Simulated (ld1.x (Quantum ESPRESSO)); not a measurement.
# Fe, TM: configuration errors across variants

```
Element                 : Fe (Z = 26)
Generator               : ld1.x (Quantum ESPRESSO) 7.5
Type                    : norm-conserving Troullier–Martins (Kleinman–Bylander form)
Functional              : PBE
Relativity              : scalar-relativistic
Frozen core             : [Ar]
Valence charge          : 8
Reference configuration : 3d6 4s1.75 4p0.25
Partial waves           : 4s (bound): rc 1.65 bohr; 4p (bound): rc 2.80 bohr; 3d (bound): rc 1.60 bohr
Local potential         : all-electron potential smoothed inside 1.70 bohr (lloc = -1)
Core correction         : a·sin(br)/r model core, default radius (core density twice the valence density)
```

All-electron excitation energies from the reference (eV): (1) 3d6 4s2 4p0 -1.000; (2) 3d6 4s1 4p0 7.729; (3) 3d6 4s0 4p0 23.933; (4) 3d6 4s1 4p1 3.105; (5) 3d6.5 4s1.5 4p0 -1.727; (6) 3d7 4s1 4p0 -1.791; (7) 3d4 4s0 4p0 111.245.

Tests that are not counted but printed errors over 1 eV. “wave 4s (bound): rc 1.65 bohr becomes 4s (bound): rc 1.12 bohr”: 3d7 4s1 4p0 (solver errors, printed error -569 eV); 3d6.5 4s1.5 4p0 (solver errors, printed error -565 eV); 2 more.

1 further variants failed, have other tests or too few solved ones, and are left out.

A true bound ghost makes a file unfit for plane-wave use even where its test errors are small: the radial tests pick states by their node count and pass the ghost by.

Errors AE − PS in meV (a dash: test not solved or not reliable):

| change | (1) | (2) | (3) | (4) | (5) | (6) | (7) | bound ghosts |
| --- | --- | --- | --- | --- | --- | --- | --- | --- |
| base | +0.3 | +5.5 | -19 | +1.3 | -6.1 | -62 | -1275 | s |
| local potential the s channel | +0.2 | -2.3 | -20 | -0.1 | -53 | -184 | -2074 | none |
| wave 4s (bound): rc 1.65 bohr becomes 4s (bound): rc 1.12 bohr | – | +7.2 | +102 | – | – | – | -1453 | not determined |
| local potential all-electron potential smoothed inside 1.76 bohr (lloc = -1) | +0.3 | +2.5 | -19 | +0.9 | -13 | -72 | -1290 | none |
| all radii but the core radius scaled by about 0.88 (s 1.46, p 2.46, d 1.40 bohr); local potential all-electron potential smoothed inside 1.50 bohr (lloc = -1) | -0.2 | -7.4 | -11 | -1.4 | -74 | – | -1535 | s |

Task: Give the same row for: wave 4p (bound): rc 2.80 bohr becomes 4p (bound): rc 2.16 bohr.

Result: +0.3, +5.6, -19, +1.4, -5.6, -62, -1279; bound ghosts: s.
